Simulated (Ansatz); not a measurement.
Cl$_{2}$F$_{2}$H$_{3}$NSi$_{2}$ (`F[SiH](F)N[SiH](Cl)Cl`), relaxed with RKS PBE0-D4/def2-TZVP in Ansatz from a GFN2-xTB geometry. The force threshold is 0.005 eV/Å; the program also tests the step.

The species carries charge 0 and has multiplicity 1.

Start:

```xyz
10

F     2.535    1.177    0.305
Si    1.566   -0.073    0.111
F     1.735   -0.482   -1.419
N    -0.032    0.515    0.338
Si   -1.519   -0.130   -0.269
Cl   -2.975    0.733    0.811
Cl   -1.495   -2.115   -0.006
H     1.986   -1.167    0.941
H    -0.101    1.371    0.866
H    -1.700    0.171   -1.678
```

Question: By how much does the energy fall, and how many steps does the optimiser take? (Best estimate.)

Answer: Computed: 9.98 kJ/mol, in 23 steps.

Question: Which bonds change most? (Best estimate.)

Answer: The calculation gave: Si5–Cl7 from 2.002 to 2.039 Å; Si5–Cl6 from 2.008 to 2.041 Å; Si2–H8 from 1.437 to 1.466 Å; N4–Si5 from 1.731 to 1.706 Å.

Question: Give the relaxed structure. (Estimate.)

Answer: Ansatz gave: 
```xyz
10

F     2.542    1.074    0.534
Si    1.542   -0.098    0.159
F     2.001   -0.682   -1.239
N     0.001    0.631    0.052
Si   -1.526   -0.068   -0.251
Cl   -2.837    0.389    1.246
Cl   -1.229   -2.083   -0.336
H     1.649   -1.176    1.147
H     0.006    1.633    0.196
H    -2.150    0.380   -1.507
```
